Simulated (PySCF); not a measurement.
SMILES Fc1cccc(F)c1-c1cc2sccc2s1 (C12H6F2S2) at its GFN2-xTB optimised geometry (Å):

```
22

F     -2.8516     0.1053     0.0000
C     -2.1757     1.2716     0.0000
C     -2.9401     2.4210     0.0000
C     -2.3234     3.6589     0.0000
C     -0.9424     3.7228     0.0000
C     -0.2047     2.5562     0.0000
F      1.1369     2.6881     0.0000
C     -0.7711     1.2716     0.0000
C      0.0260     0.0625     0.0000
C     -0.4111    -1.2416     0.0000
C      0.6529    -2.1513     0.0000
S      0.7801    -3.8765     0.0001
C      2.5079    -3.7592     0.0000
C      2.9735    -2.4837     0.0000
C      1.9113    -1.5575     0.0000
S      1.7850     0.1565     0.0000
H     -4.0141     2.3254     0.0000
H     -2.9121     4.5615     0.0000
H     -0.4191     4.6654     0.0000
H     -1.4386    -1.5470     0.0001
H      3.0808    -4.6654     0.0000
H      4.0141    -2.2172     0.0000
```

Level of theory: CAM-B3LYP/def2-SVP (PySCF). Cells within 0.4 Å of a nucleus heavier than hydrogen are left out (blank, or x).

Map of the log10 of the electron density (e/bohr³), floored at −4 on the plane z = 0.0 Å:

```
|000000000000000000000000000|
|000000000000000000000000000|
|000000122112321000000000000|
|000001345434553100000000000|
|000002477657874200000000000|
|000002589878974320000000000|
|00001357xx9x975653000000000|
|000135679888987985100000000|
|0002478xx867xx9x96200000000|
|0002578xx867988985200000000|
|000135679x88986665430000000|
|000023568x9xx86677642000000|
|000003699877888898753000000|
|0000036xx8568x88x9753000000|
|000002578657897788642100000|
|000000345578x87788754320000|
|000000013588x988xx877641000|
|00000000246778x988999752000|
|000000000234578867xx8642000|
|000000000013578878986431000|
|00000000001357xx8xx75310000|
|000000000003579888986300000|
|000000000002467766785300000|
|000000000001345444554200000|
|000000000000122212232000000|
|000000000000000000000000000|
|000000000000000000000000000|
```
Scale: ten equal steps from -4.00 (start of '0') to -0.187 (end of '9'), in the order '0123456789'; x runs from -7.00 to 7.00, y from -7.00 (bottom) to 7.00 (top).
